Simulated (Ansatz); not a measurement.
`[O]=[V]([OH])([F])[F]` + H–F → `[O]=[V]([F])([F])[F]` + H₂O at 600 K and 1 bar (ligand exchange at a V–O bond).

Calculated with Ansatz (gas phase, PBE0-D4/def2-TZVP geometries, no zero-point term in ΔE). CCSD(T)/CBS is the MP2 limit (def2-TZVPP, def2-QZVPP) plus CCSD(T) − MP2 in def2-TZVPP, frozen cores. This one scheme is used for every species. For V outer-core shells are correlated without core-valence functions, which leaves a few kJ/mol of doubt a bond. Scalar relativity is left out up to krypton. Each species was taken in one conformer, which may not be the lowest.

```tsv
species	CCSD(T)/CBS energy (Eh)	H − E (kJ/mol)	S (J/(mol·K))
`[O]=[V]([OH])([F])[F]`	-1294.15888	107.5	391.8
H–F	-100.39570	42.3	194.0
`[O]=[V]([F])([F])[F]`	-1318.17840	73.0	369.1
H₂O	-76.37941	76.8	212.8
```

H − E and S are ideal-gas, rigid-rotor, harmonic terms from PBE0-D4/def2-TZVP, for one conformer and one mirror image of each species. 1 Eh = 2625.50 kJ/mol, R = 8.31446 J/(mol·K).

**Question.** By hand: ΔE, ΔH, ΔS and ΔG.

**Answer.** ΔE = (-1318.17840) + (-76.37941) − (-1294.15888) − (-100.39570) = -0.00323 Eh = -8.5 kJ/mol. Δ(H − E) = 73.0 + 76.8 − 107.5 − 42.3 = 0.0, so ΔH = -8.5 kJ/mol. ΔS = 369.1 + 212.8 − 391.8 − 194.0 = -3.9 J/(mol·K). ΔG = -8.5 − 600 × (-3.9)/1000 = -6.2 kJ/mol.

**Question.** By hand: the equilibrium constant, and the temperature at which ΔG would vanish if ΔH and ΔS stayed fixed.

**Answer.** log₁₀ K = −ΔG/(RT ln 10) = 0.5. ΔG = 0 at ΔH/ΔS = 2179 K, though so small a ΔH makes that figure unsure.

The number of gas molecules stays the same, so ΔS is small and ΔH decides. A doubt of 5 kJ/mol in ΔE shifts log₁₀ K by 0.4 here. Other conformers and mirror images would add mixing entropy, several J/(mol·K) or more a flexible species. These are equilibria of isolated gas molecules and say nothing of rates. Largest T1 diagnostic: 0.032 (customary marks: 0.02 for closed shells, 0.045 for open ones).
